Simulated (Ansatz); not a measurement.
Basis-set extrapolation for BH₃S₂Si (`B1[SiH2]SS1`) (PBE0-D4/def2-TZVP geometry, frozen core, the Gaussian-basis code of Ansatz). Multiplicity 1, RHF reference.

```
                       def2-TZVPP    def2-QZVPP
                 HF  -1110.488686  -1110.520755
    MP2 correlation     -0.558378     -0.605773
CCSD(T) correlation     -0.641782       not run
```

Energies in hartree. Use E(X) = E(∞) + A·exp(−7.88·√X) for Hartree–Fock and E(X) = E(∞) + B·X^(−2.97) for correlation, with X = 3 and 4, and add CCSD(T) minus MP2 of the smaller set to the MP2 limit.

Task: What is the CCSD(T) energy at the basis-set limit?

Result: HF limit: -1110.520755 + (-0.032069) × 0.13774 = -1110.52517. MP2 limit: -0.605773 + (-0.047395) × 0.74074 = -0.64088. Higher-order term: -0.641782 − (-0.558378) = -0.08340. Total: -1111.24945 hartree, 312.4 kJ/mol below CCSD(T)/def2-TZVPP.
